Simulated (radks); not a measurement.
Values are calculated unless marked as measured or tabulated.
Initial-state core-level shifts of neutral gold when its valence configuration changes from [Xe] 4f14 5d10 6s1. Level of theory: Dirac Kohn-Sham, PBEsol, spin-unpolarised, spherical densities, finite nucleus; open shells fill j = l - 1/2 first; Fermi nuclear charge, rms radius 5.4371 fm (a radial shooting solver on a logarithmic mesh with Libxc functionals). Shifts are changes of the shell-averaged eigenvalues in eV (positive: less bound); the change of the density at the nucleus, which sets a Mossbauer isomer shift, is in e/bohr^3, on a base of 2.14e+06.

[
 {"valence": "4f13 5d10 6s2", "2p": "-16.037", "3p": "-18.187", "4s": "-15.987", "5p": "-5.613", "density at nucleus": "+324.8"},
 {"valence": "4f12 5d10 6s1 6p2", "2p": "-36.364", "3p": "-40.788", "4s": "-36.056", "5p": "-14.809", "density at nucleus": "+401.0"},
 {"valence": "4f13 5d9 6s1 6p2", "2p": "-22.488", "3p": "-24.632", "4s": "-22.411", "5p": "-11.668", "density at nucleus": "+233.4"},
 {"valence": "4f13 5d9 6p3", "2p": "-24.380", "3p": "-26.536", "4s": "-24.322", "5p": "-13.579", "density at nucleus": "+60.9"},
 {"valence": "4f14 5d9 6s1 6p1", "2p": "-4.546", "3p": "-4.545", "4s": "-4.536", "5p": "-4.298", "density at nucleus": "+33.0"},
 {"valence": "4f14 5d10 6p1", "2p": "-1.667", "3p": "-1.680", "4s": "-1.689", "5p": "-1.729", "density at nucleus": "-126.0"},
 {"valence": "4f13.5 5d10 6s1 6p0.5", "2p": "-8.732", "3p": "-9.800", "4s": "-8.747", "5p": "-3.640", "density at nucleus": "+94.0"},
 {"valence": "4f14 5d9 6s2", "2p": "-2.940", "3p": "-2.927", "4s": "-2.911", "5p": "-2.655", "density at nucleus": "+162.7"},
 {"valence": "4f14 5d9.5 6s1.5", "2p": "-1.428", "3p": "-1.424", "4s": "-1.417", "5p": "-1.299", "density at nucleus": "+77.7"}
]
